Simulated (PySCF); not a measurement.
TDDFT excited states: C5H6BNO2S

C5H6BNO2S.
SMILES: `C=Nc1ccc(B(O)O)s1`

The calculation used TDDFT wB97X-D/def2-SVPD, vertical, gas phase, core orbitals frozen in the response (PySCF). One conformer (not necessarily the lowest) at the PBE0-D3(BJ)/def2-SVP geometry, without solvent, vibrations or thermal averaging. Torsions of this conformer, `[CH2:1]=[N:2][c:3]1[cH:4][cH:5][c:6]([B:7]([OH:8])[OH:9])[s:10]1`: C1–N2–C3–C4 -177°, C5–C6–B7–O8 -178°, H–O8–B7–C6 180°, H–O9–B7–C6 -179°.

```json
{"state": "S1", "E (eV)": "4.20", "λ (nm)": "295.0", "ν̃ (cm⁻¹)": "33900", "f": "0.056", "main configurations (H = HOMO, L = LUMO)": "H-2→L (74%), H→L (18%)"}
{"state": "S2", "E (eV)": "4.31", "λ (nm)": "287.5", "ν̃ (cm⁻¹)": "34790", "f": "0.263", "main configurations (H = HOMO, L = LUMO)": "H→L (75%), H-2→L (17%)"}
{"state": "S3", "E (eV)": "4.82", "λ (nm)": "257.3", "ν̃ (cm⁻¹)": "38870", "f": "0.111", "main configurations (H = HOMO, L = LUMO)": "H-1→L (89%)"}
{"state": "S4", "E (eV)": "6.17", "λ (nm)": "200.9", "ν̃ (cm⁻¹)": "49770", "f": "0.0018", "main configurations (H = HOMO, L = LUMO)": "H→L+1 (44%), H→L+5 (30%), H→L+6 (14%)"}
{"state": "S5", "E (eV)": "6.38", "λ (nm)": "194.5", "ν̃ (cm⁻¹)": "51430", "f": "0.151", "main configurations (H = HOMO, L = LUMO)": "H→L+2 (88%)"}
{"state": "S6", "E (eV)": "6.42", "λ (nm)": "193.3", "ν̃ (cm⁻¹)": "51740", "f": "0.0030", "main configurations (H = HOMO, L = LUMO)": "H→L+3 (30%), H→L+1 (30%), H→L+6 (14%)"}
{"state": "S7", "E (eV)": "6.68", "λ (nm)": "185.7", "ν̃ (cm⁻¹)": "53860", "f": "0.0018", "main configurations (H = HOMO, L = LUMO)": "H-3→L (56%), H-2→L+2 (21%)"}
{"state": "S8", "E (eV)": "6.69", "λ (nm)": "185.2", "ν̃ (cm⁻¹)": "53990", "f": "0.0018", "main configurations (H = HOMO, L = LUMO)": "H-1→L+5 (35%), H-1→L+6 (25%), H-1→L+1 (14%)"}
{"state": "S9", "E (eV)": "6.93", "λ (nm)": "179.0", "ν̃ (cm⁻¹)": "55860", "f": "0.0006", "main configurations (H = HOMO, L = LUMO)": "H-2→L+2 (32%), H-3→L (29%), H-7→L (9%)"}
{"state": "S10", "E (eV)": "6.94", "λ (nm)": "178.6", "ν̃ (cm⁻¹)": "56000", "f": "0.054", "main configurations (H = HOMO, L = LUMO)": "H-1→L+2 (85%)"}
```

Triplets, Tamm–Dancoff:

| state | E (eV) | λ (nm) | main configurations (H = HOMO, L = LUMO) |
| --- | --- | --- | --- |
| T1 | 2.68 | 462.3 | H→L (94%) |
| T2 | 3.77 | 328.6 | H-2→L (78%), H-2→L+2 (11%) |
| T3 | 3.83 | 324.1 | H-1→L (85%) |
| T4 | 4.64 | 267.3 | H→L+2 (62%), H-4→L (25%) |

The lowest singlet lies at 4.20 eV (295 nm, ultraviolet) and is of moderate strength; its leading configuration is HOMO-2→LUMO (74%). The strongest level in the table is S2 at 4.31 eV (287 nm, f = 0.263). Löwdin shares by element: HOMO carbon 67% or more (atoms not listed hold the other 33%); LUMO carbon 33% or more, nitrogen 14%, sulfur 11% (atoms not listed hold the other 41%). Weighted by f, the mean energy of these states is 5.12 eV. Orbital energies (eV): HOMO-3 -11.54, HOMO-2 -9.45, HOMO-1 -9.01, HOMO -8.20, LUMO -0.17, LUMO+1 1.11, LUMO+2 2.04. Of the 10 states listed, 5 reach f = 0.01 and none stays under 0.0005. No computed singlet lies in the visible range (380 to 750 nm); the lowest, at 295 nm, stands 0.94 eV above its violet end (3.26 eV); a Tamm–Dancoff triplet lies at 462 nm, without intensity as long as spin–orbit coupling is left out. All these states lie below the vertical ionisation energy of 8.22 eV (ΔSCF). Singlets were solved by full linear response, triplets in the Tamm–Dancoff approximation.

On an Intel Xeon at 2.50 GHz with one thread, shared host with 64 logical CPUs at a one-minute load of 54, this took 13 min of wall time (grids of density and orbitals included) and 1.2 GiB of memory at its peak.
